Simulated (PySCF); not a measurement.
PySCF input file for Sn(H)2(Br)(NH2) (BrH4NSn), SMILES [NH2][SnH2][Br], TDA-B3LYP/def2-SVPD. Geometry: B3LYP-D3(BJ)/def2-SVP. The structure was generated by enumeration; whether it is a known compound was not checked. The def2 effective core potentials stand for the cores of Sn; spin–orbit coupling is left out. One conformer was computed; it need not be the lowest.

```python
import numpy as np
from pyscf import gto, scf, dft, tdscf

mol = gto.M(
    atom='''
    Sn   -0.33548344   -0.79332381    0.00000000
    N     1.43493471   -1.78334958   -0.00000000
    Br    0.16482134    1.68491341   -0.00000000
    H    -1.18781047   -1.09715891   -1.45604481
    H    -1.18781047   -1.09715891    1.45604481
    H     1.66825155   -2.31400693    0.83535319
    H     1.66825154   -2.31400693   -0.83535319
    ''',
    basis='def2-SVPD',
    ecp={'Sn': 'def2-svp'},
    charge=0,
    spin=0,
    symmetry=True,
    max_memory=1600,
    verbose=4,
)
mf = dft.RKS(mol, xc='b3lyp').density_fit(auxbasis='def2-universal-jkfit')
mf.grids.level = 3
mf.conv_tol = 1e-9
mf.max_cycle = 100
mf.kernel()
mf.grids = dft.Grids(mol).set(level=1).build(with_non0tab=True)  # coarser grid for the response kernel
td = tdscf.TDA(mf)
td.singlet = True
td.nstates = 10
td.conv_tol = 1e-4
td.positive_eig_threshold = 1e-6
td.kernel(x0=td.get_init_guess(mf, 15))
td.analyze()
tt = tdscf.TDA(mf)
tt.singlet = False
tt.nstates = 4
tt.conv_tol = 1e-4
tt.positive_eig_threshold = 1e-6
tt.kernel(x0=tt.get_init_guess(mf, 9))
tt.analyze(verbose=3)
```

It prints:

```
PySCF version 2.14.0

[INPUT] verbose = 4
[INPUT] num. atoms = 7
[INPUT] num. electrons = 68
[INPUT] charge = 0
[INPUT] spin (= nelec alpha-beta = 2S) = 0
[INPUT] symmetry True subgroup None
[INPUT] Mole.unit = angstrom
[INPUT] Symbol           X                Y                Z      unit          X                Y                Z       unit  Magmom
[INPUT]  1 Sn    -0.335483440000  -0.793323810000   0.000000000000 AA   -0.633971820927  -1.499164728996   0.000000000000 Bohr   0.0
[INPUT]  2 N      1.434934710000  -1.783349580000   0.000000000000 AA    2.711633608532  -3.370042290558   0.000000000000 Bohr   0.0
[INPUT]  3 Br     0.164821340000   1.684913410000   0.000000000000 AA    0.311467192084   3.184024888507   0.000000000000 Bohr   0.0
[INPUT]  4 H     -1.187810470000  -1.097158910000  -1.456044810000 AA   -2.244636476191  -2.073329855026  -2.751525915994 Bohr   0.0
[INPUT]  5 H     -1.187810470000  -1.097158910000   1.456044810000 AA   -2.244636476191  -2.073329855026   2.751525915994 Bohr   0.0
[INPUT]  6 H      1.668251550000  -2.314006930000   0.835353190000 AA    3.152538536381  -4.372839348046   1.578588746382 Bohr   0.0
[INPUT]  7 H      1.668251540000  -2.314006930000  -0.835353190000 AA    3.152538517484  -4.372839348046  -1.578588746382 Bohr   0.0

nuclear repulsion = 288.954726739735
point group symmetry = Cs
symmetry origin: [3.93692962e-10 2.16531119e-09 0.00000000e+00]
symmetry axis x: [1.00000000e+00 1.94569541e-10 3.51821218e-10]
symmetry axis y: [ 1.94569541e-10 -1.00000000e+00 -6.94355594e-17]
symmetry axis z: [-3.51821218e-10 -1.80261800e-16  1.00000000e+00]
num. orbitals of irrep A' = 80
num. orbitals of irrep A" = 45
number of shells = 51
number of NR pGTOs = 220
number of NR cGTOs = 125
basis = def2-SVPD
ecp = {'Sn': 'def2-svp'}


[settings echo left out]
init E= -2821.04168668354
HOMO (A") = -0.638533327639452  LUMO (A') = -0.570411367103866  gap/eV = 1.85369
cycle= 1 E= -2843.36280841194  delta_E= -22.3  |g|= 2.91  |ddm|= 9.33
HOMO (A") = 0.0230395133469312  LUMO (A') = 0.026583105317623  gap/eV = 0.09643
cycle= 2 E= -2831.66018093957  delta_E= 11.7  |g|= 8.44  |ddm|=   12
HOMO (A') = -0.265879052708357  LUMO (A') = -0.0315002563144368  gap/eV = 6.37777
cycle= 3 E= -2845.19065802296  delta_E= -13.5  |g|= 0.844  |ddm|= 7.97
HOMO (A') = -0.243804345346881  LUMO (A') = -0.0401470516229637  gap/eV = 5.54180
cycle= 4 E= -2845.36619517063  delta_E= -0.176  |g|= 0.395  |ddm|= 1.69
HOMO (A') = -0.276131474920766  LUMO (A') = -0.0539726284844374  gap/eV = 6.04525
cycle= 5 E= -2845.3965789102  delta_E= -0.0304  |g|= 0.0972  |ddm|= 0.619
HOMO (A') = -0.263845162560048  LUMO (A') = -0.0519809959669969  gap/eV = 5.76512
cycle= 6 E= -2845.39788583973  delta_E= -0.00131  |g|= 0.0537  |ddm|= 0.166
HOMO (A') = -0.272585477230293  LUMO (A') = -0.0521264514902448  gap/eV = 5.99900
cycle= 7 E= -2845.39854858597  delta_E= -0.000663  |g|= 0.0111  |ddm|= 0.0903
HOMO (A') = -0.271332989617359  LUMO (A') = -0.0522742028458262  gap/eV = 5.96089
cycle= 8 E= -2845.39857707864  delta_E= -2.85e-05  |g|= 0.00173  |ddm|= 0.0146
HOMO (A') = -0.271085832490384  LUMO (A') = -0.0520088950479194  gap/eV = 5.96139
cycle= 9 E= -2845.39857798913  delta_E= -9.1e-07  |g|= 0.000391  |ddm|= 0.00324
HOMO (A') = -0.271054129271078  LUMO (A') = -0.0520077347313691  gap/eV = 5.96056
cycle= 10 E= -2845.39857803189  delta_E= -4.28e-08  |g|= 7.8e-05  |ddm|= 0.000578
HOMO (A') = -0.27106111115023  LUMO (A') = -0.0520144878991197  gap/eV = 5.96056
cycle= 11 E= -2845.39857803388  delta_E= -1.99e-09  |g|= 1.67e-05  |ddm|= 0.000191
HOMO (A') = -0.271064112948749  LUMO (A') = -0.0520152112842441  gap/eV = 5.96062
cycle= 12 E= -2845.39857803397  delta_E= -9.41e-11  |g|= 8.79e-06  |ddm|= 4.77e-05
HOMO (A') = -0.27106227462484  LUMO (A') = -0.0520144776577415  gap/eV = 5.96059
Extra cycle  E= -2845.39857803396  delta_E= 1.82e-11  |g|= 1.23e-05  |ddm|= 3.39e-05
converged SCF energy = -2845.39857803396
tot grids = 30368
Overwritten attributes  positive_eig_threshold  of <class 'pyscf.tdscf.rks.TDA'>


******** <class 'pyscf.tdscf.rks.TDA'> for <class 'pyscf.df.df_jk.DFSymAdaptedRKS'> ********
nstates = 10 singlet
deg_eia_thresh = 1.000e-03
wfnsym = None
conv_tol = 0.0001
eigh lindep = 1e-12
eigh level_shift = 0
eigh max_cycle = 100


Excitation energies (eV)
[5.08856998 5.31405329 5.35104297 5.75317159 6.30565743 6.33043984
 6.49376303 6.61290279 6.69258016 7.10869878]

** Singlet excitation energies and oscillator strengths **
Excited State   1:   A'      5.08857 eV    243.65 nm  f=0.0332
      34 -> 35       -0.68913
Excited State   2:   A"      5.31405 eV    233.31 nm  f=0.0193
      33 -> 35        0.70078
Excited State   3:   A'      5.35104 eV    231.70 nm  f=0.0109
      32 -> 35       -0.69887
Excited State   4:   A'      5.75317 eV    215.51 nm  f=0.0259
      34 -> 36        0.68883
Excited State   5:   A"      6.30566 eV    196.62 nm  f=0.0001
      33 -> 36       -0.70120
Excited State   6:   A'      6.33044 eV    195.85 nm  f=0.0253
      32 -> 36        0.32483
      34 -> 37        0.60633
Excited State   7:   A'      6.49376 eV    190.93 nm  f=0.0428
      31 -> 35       -0.16334
      32 -> 36       -0.59048
      34 -> 37        0.30534
Excited State   8:   A"      6.61290 eV    187.49 nm  f=0.0019
      33 -> 37       -0.69942
Excited State   9:   A'      6.69258 eV    185.26 nm  f=0.0026
      32 -> 37        0.69784
Excited State  10:   A'      7.10870 eV    174.41 nm  f=0.0295
      34 -> 38        0.69093

** Transition electric dipole moments (AU) **
state          X           Y           Z        Dip. S.      Osc.
  1        -0.1754     -0.4857      0.0000      0.2667      0.0332
  2        -0.0000      0.0000      0.3855      0.1486      0.0193
  3        -0.2856     -0.0366      0.0000      0.0829      0.0109
  4         0.4002      0.1525     -0.0000      0.1834      0.0259
  5        -0.0000     -0.0000      0.0265      0.0007      0.0001
  6        -0.3785      0.1420     -0.0000      0.1634      0.0253
  7        -0.4155      0.3106     -0.0000      0.2691      0.0428
  8         0.0000      0.0000     -0.1095      0.0120      0.0019
  9         0.1250     -0.0115     -0.0000      0.0158      0.0026
 10        -0.1645      0.3771     -0.0000      0.1693      0.0295

WARN: ECP detected. Skipping calculation of transition velocity and magnetic dipole moments, which have not yet been implemented.



******** <class 'pyscf.tdscf.rks.TDA'> for <class 'pyscf.df.df_jk.DFSymAdaptedRKS'> ********
nstates = 4 triplet
deg_eia_thresh = 1.000e-03
wfnsym = None
conv_tol = 0.0001
eigh lindep = 1e-12
eigh level_shift = 0
eigh max_cycle = 100


Excitation energies (eV)
[4.61039333 4.85413099 4.93467428 5.2495262 ]

** Triplet excitation energies and oscillator strengths **
Excited State   1:   A'      4.61039 eV    268.92 nm  f=0.0000
Excited State   2:   A"      4.85413 eV    255.42 nm  f=0.0000
Excited State   3:   A'      4.93467 eV    251.25 nm  f=0.0000
Excited State   4:   A'      5.24953 eV    236.18 nm  f=0.0000
```

The calculation finished and met its thresholds.

Cost: very roughly 50 core-seconds.
